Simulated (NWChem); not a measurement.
Species: AlH$_{2}$O$_{2}$ cation; SMILES [OH][Al+][OH]

```xyz
5

Al     0.0000     0.0000     0.0000
O      0.0000     0.0000     1.5984
H      0.0000     0.0000     2.5547
O      0.0000     0.0000    -1.5984
H      0.0000     0.0000    -2.5547
```
Atoms are numbered in this order, from 1.

Program: NWChem. Geometry: optimised at PBE0/def2-SVP. Total energies compare along this basis series because the functional is fixed.

| level | basis functions | energy (Ha) | highest occupied level (eV) | orbital gap (eV) |
|---|---|---|---|---|
| PBE0/pcseg-1 | 56 | -393.5501 | -16.04 | 7.61 |
| PBE0/aug-pcseg-1 | 91 | -393.5635 | -16.07 | 7.65 |
| PBE0/pcseg-2 | 122 | -393.6857 | -15.95 | 7.64 |
| PBE0/STO-3G | 21 | -388.6039 | -11.06 | 6.45 |
| PBE0/def2-SVP | 56 | -393.4073 | -15.72 | 7.63 |
